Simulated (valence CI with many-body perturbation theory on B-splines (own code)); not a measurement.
Questions on Eu24+

Calculated by configuration interaction combined with many-body perturbation theory (CI+MBPT): three valence electrons over a frozen Dirac-Fock core [Kr], radial functions for each j: 7 s, 7 p, 8 d, 6 f, 4 g, 1 h, with the one-electron correlation potential Σ1 (screened to all orders), the two-electron term Σ2, the three-electron term Σ3, Breit, model QED; selected single and double excitations, second order for the rest, scaled by the run's own slope (own B-spline code, finite nucleus).

No measured levels were compared; by estimate terms of the open shell hold to 2 to 4 % of their energy, and close levels can change places. The list stops below the first excitations out of the core.

Levels are named by their leading jj configuration (3d3/2^4 stands for four electrons in 3d with j = 3/2), which in mixed levels can hold well under half, so a name can repeat and another be missing.

Rates and lifetimes use the calculated energies. Strong lines usually hold to 10 to 20 %, long lifetimes can be off by a factor of two.

Q: What is the ground level?

A: (4d3/2^3) J=3/2, composition 65 % 4d3 4F + 27 % 4d3 2D + 6 % 4d3 2P, g = 0.590.

Q: What is the ionisation energy?

A: 796.73 eV; NIST lists 795 ± 4 eV (theoretical).

Q: How well does LS coupling describe the low levels?

A: Among the lowest 19 levels the leading LS term, summed over configurations, holds 66 % on average. For single configurations the figures are 66 % in LS and 85 % in jj coupling. Terms mix most in the J = 3/2 level at 123410 cm⁻¹, where the leading one holds 42 %.
